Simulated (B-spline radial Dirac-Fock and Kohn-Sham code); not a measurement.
Tc: scattering cross sections and density moments

System: the free technetium atom in the configuration [Kr] 4d5 5s1 5p1 (an excited configuration).

Model: configuration-average Dirac-Fock orbitals. Program: a radial finite-basis atomic code.

```
Sum of ⟨r⟩                          : 34.14 bohr
Sum of ⟨r²⟩                         : 72.54 bohr²
Sum of ⟨1/r⟩                        : 240.78 per bohr
Langevin diamagnetic susceptibility : -57.5 × 10⁻⁶ cm³/mol
Lamb shielding (α²/3)Σ⟨1/r⟩         : 4274 ppm
```

Coherent scattering is the Thomson cross section weighted by f₀², without anomalous dispersion; incoherent scattering is Klein-Nishina weighted by S. The Lamb formula is the non-relativistic shielding expression. Electron correlation is left out.

```
hν (keV)  coherent (b)  incoherent (b)  incoherent per electron (b)
       1          1150           1.169                       0.0272
       2          1010           2.769                       0.0644
       5         661.0           6.637                        0.154
  8.0478         459.8           9.583                        0.223
      50         43.00           19.45                        0.452
     100         13.09           19.23                        0.447
     200         3.719           16.80                        0.391
    1000        0.1629           9.045                        0.210
```

Incoherent scattering overtakes coherent scattering between 50 and 100 keV.

Values without a named source are computed, but for edge energies of neutral atoms, which are taken from tables.
